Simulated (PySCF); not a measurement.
A PySCF script (with the pyscf-properties extension) for the NMR shieldings of `InChI=1S/C5H13PSi/c1-5-6-7(2,3)4/h5-6H,1H2,2-4H3`, on a GFN2-xTB geometry:

```python
import basis_set_exchange as bse
import numpy as np
from pyscf import gto, dft
from pyscf.prop import nmr

atoms = """
C     3.187178   -0.446425   -0.099769
C     2.056266   -1.134915   -0.049368
P     0.837854   -1.067682    1.278053
Si   -0.778439    0.067944    0.154594
C    -1.565399   -1.144863   -1.094770
C    -0.113542    1.606527   -0.772872
C    -2.067636    0.589318    1.462739
H     3.896033   -0.571089   -0.902605
H     3.449352    0.266492    0.665245
H     1.821640   -1.863266   -0.816980
H     1.369049    0.052542    1.913222
H    -1.849537   -2.073054   -0.607937
H    -2.457240   -0.720563   -1.545042
H    -0.876414   -1.391701   -1.896933
H    -0.897884    2.105456   -1.334044
H     0.308342    2.328515   -0.079511
H     0.670659    1.327491   -1.471120
H    -1.653706    1.307210    2.164067
H    -2.405549   -0.269961    2.033693
H    -2.936177    1.042704    0.996304
"""
names = dict.fromkeys(["C", "P", "Si", "H"], "pcSseg-1")
basis = {el: gto.basis.parse(bse.get_basis(n, elements=[el], fmt="nwchem")) for el, n in names.items()}
mol = gto.M(atom=atoms, basis=basis, charge=0, verbose=0)
mf = dft.RKS(mol, xc="PBE0")
mf.grids.level = 2
mf.grids.alignment = dft.numint.BLKSIZE   # the property module wants whole blocks of grid points
mf.conv_tol = 1e-9
mf.kernel()

calc = nmr.RKS(mf)   # GIAO
C = mf.mo_coeff
Co = C[:, mf.mo_occ > 0]
resp = mf.gen_response(singlet=True, hermi=2)
def vind(x):   # induced exchange potential for any number of trial vectors
    d = np.einsum("pi,xij,qj->xpq", C, 2 * x.reshape(-1, C.shape[1], Co.shape[1]), Co, optimize=True)
    return np.einsum("xpq,pi,qj->xij", resp(d - d.transpose(0, 2, 1)), C, Co, optimize=True).ravel()
mo1, _ = nmr.rhf.solve_mo1(calc, with_cphf=vind)
sigma = calc.kernel(mo1)
for i, s in enumerate(sigma):   # ppm
    print("%2d %-2s %9.2f" % (i, mol.atom_pure_symbol(i), np.trace(s) / 3))
```

**Question.** Give the expected output.

**Answer.** 
```
 0 C      56.98
 1 C      47.97
 2 P     459.64
 3 Si    345.09
 4 C     187.50
 5 C     186.67
 6 C     186.76
 7 H      25.96
 8 H      25.84
 9 H      25.63
10 H      28.81
11 H      31.51
12 H      31.55
13 H      31.51
14 H      31.57
15 H      31.82
16 H      31.18
17 H      31.64
18 H      31.53
19 H      31.53
```

These numbers come from an equivalent density-fitted implementation of the same equations, which agrees with the script to about 0.01 ppm for H and up to a few tenths of a ppm for heavy atoms, so last digits may differ.

Size and cost of the density-fitted run: 198 basis functions, 32 s wall time on 1 thread of an Arm Neoverse V1, shared host; peak memory 0.82 GiB.
